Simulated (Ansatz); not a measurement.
A nudged elastic band was laid between two geometries of CH$_{5}$ClGe (8 atoms, charge 0, multiplicity 1).

Theory: Ansatz, RKS PBE0-D4/def2-SVP.

- movable images: 5
- climbing image: yes
- spring: 5.0 eV/Å²
- optimiser: quadratic models (default)
- start path: through a guess of the saddle point
- force threshold: 0.03 eV/Å
- iteration limit: 60
- end points: relaxed

First end point:

```xyz
8
Properties=species:S:1:pos:R:3
Ge 0.450 -0.029 0.041
C 0.921 0.007 1.923
H 0.022 -0.131 2.540
H 1.634 -0.801 2.145
H 1.383 0.971 2.177
H 1.678 0.118 -0.874
Cl -0.824 1.687 -0.356
H -0.367 -1.276 -0.336
```

Last end point:

```xyz
8
Properties=species:S:1:pos:R:3
Ge 0.065 0.045 -1.095
C 1.354 -0.024 1.819
H 0.314 -0.365 1.903
H 1.987 -0.606 2.502
H 1.410 1.045 2.059
H 1.741 -0.177 0.795
Cl -1.125 1.716 -0.303
H -0.849 -1.087 -0.423
```

Q: What changes between the two ends?

A: Bonds broken: Ge1–C2, Ge1–H6. Bonds formed: C2–H6. CH5ClGe becomes CH4 + ClGeH.

Q: Give the energies along the band, and the barrier.

A: It converged. The highest image is number 3 of 0 to 6, 2.79 eV above the first end and 1.77 eV above the last; the last end lies 1.03 eV above the first. Neighbouring images differ by up to 1.8 eV, so the band resolves the path poorly. A vibrational analysis at the climbing image gives one clearly imaginary mode, 1217i cm⁻¹: a first-order saddle point. The orbitals stay closed-shell, which can raise the energy where a bond breaks towards radicals; this wasn't checked here.

```tsv
image	path coordinate (Å)	energy (eV)	Ge1–C2 (Å)	Ge1–H6 (Å)	C2–H6 (Å)
0	0.00	0.00	1.94	1.54	2.90
1	0.65	0.03	1.93	1.53	2.80
2	1.30	1.02	1.95	1.50	2.24
3	1.95	2.79	2.28	1.54	1.70
4	2.97	1.04	2.98	2.24	1.11
5	3.99	1.02	3.20	2.67	1.10
6	5.02	1.03	3.19	2.54	1.11
```

Q: What is the geometry of the highest image?

A: 
```xyz
8
Properties=species:S:1:pos:R:3
Ge 0.369 -0.019 -0.459
C 1.037 0.011 1.716
H 0.054 0.233 2.154
H 1.400 -0.988 1.987
H 1.753 0.789 2.014
H 1.719 0.333 0.196
Cl -1.130 1.546 -0.216
H -0.304 -1.359 -0.135
```

The run took 3.2 min on 2 threads of Arm Neoverse V2 (shared host), peak memory 0.19 GiB.
